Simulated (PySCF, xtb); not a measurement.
CH₆N₂O₂W, SMILES C[N]=[W](=[NH])([OH])[OH], multiplicity 1.

GFN2-xTB (xtb 6.7.1) at its own geometry gives an orbital gap of 2.78 eV and a dipole moment of 3.14 D.

Geometry optimised at PBE0-D3(BJ)/def2-SVP. The spin state was assumed, not searched. The def2 effective core potentials stand for the cores of W; spin–orbit coupling is left out. The values are those of a single conformer.

Q: What does ωB97X/def2-TZVP run with PySCF give? (The exact figures need the calculation; the answer reports its results.)

A: gap 10.96 eV (levels -9.39 and 1.57 eV), dipole 1.42 D.
